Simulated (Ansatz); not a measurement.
```yaml
crystal:
  periodic: [false, false, false]
  atoms:
    - {symbol: Mo, position_ang: [1.191225, 0.053597, 0.259889]}
    - {symbol: Mo, position_ang: [-0.986156, 0.380328, -0.280151]}
basis:
  gaussian: {orbitals: cc-pVTZ-PP}
hamiltonian: {xc: {name: BLYP}}
scf: {lower_state_search: light}
```

```sh
$ ansatz run in.yaml --threads 2 --pin off --events-out ev --progress --plain --max-ram 32768MiB --backend cpu
```

It prints (some lines left out):

```
Functional definition: BLYP
728 factors; their error is unknown
mean field evaluation 1: about -3686.8736 eV, gradient 5.7e1 eV
mean field evaluation 2: about -3508.3515 eV, gradient 2.1e2 eV
mean field evaluation 4: about -3694.2459 eV, gradient 1.6e1 eV
mean field evaluation 8: about -3694.7529 eV, gradient 8.9e-2 eV
mean field evaluation 32: about -3692.8698 eV, gradient 4.7e-2 eV
mean field -3694.74994314 eV, -135.7795560189 hartree, gradient 1.6e-5 eV, S^2 0.000000; 3 other end points of the search recorded, 0 dependent functions left out
reference -3694.75017900 eV, -135.7795646865 hartree; 14, 14 occupied and 112, 112 virtual orbitals, 728 factors
Total energy: -3694.75017900 eV, -135.7795646865 hartree
```

Run time 5.5 s (2 threads of an AMD EPYC 7R13 on a shared host); peak host memory 0.27 GiB.
